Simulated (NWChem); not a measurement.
System: SnSiH3I, singlet; SMILES [SiH3][Sn][I]

```xyz
6

Sn    -0.7345     1.0394     0.0000
I      0.0825    -1.5875     0.0000
Si     1.8128     1.8654     0.0000
H      1.9339     3.3610     0.0000
H      2.5193     1.3470    -1.2155
H      2.5193     1.3470     1.2155
```
Atoms are numbered in this order, from 1.

All runs: NWChem. Low-valent species are run as closed-shell singlets; no triplet was tried in these runs. Geometry: optimised at PBE0/def2-SVP. def2 effective core potentials on Sn, I; no spin-orbit coupling. Ions are spin-unrestricted doublets at the neutral geometry; other ion states weren't tried. Functional: LC-ωPBE (HJS hole) with def2-SVP; rows give the range parameter ω in 1/bohr.

For range parameter (1/bohr) 0.60:

```
Item                                   Value
-------------------------------------  -----
vertical ionisation energy, ΔSCF (eV)   8.58
−ε(HOMO) (eV)                           9.10
```

**Question.** Estimate the same quantities for range parameter (1/bohr) 0.35.

**Answer.** 
| Property | Result |
|---|---|
| vertical ionisation energy, ΔSCF (eV) | 8.41 |
| −ε(HOMO) (eV) | 8.56 |
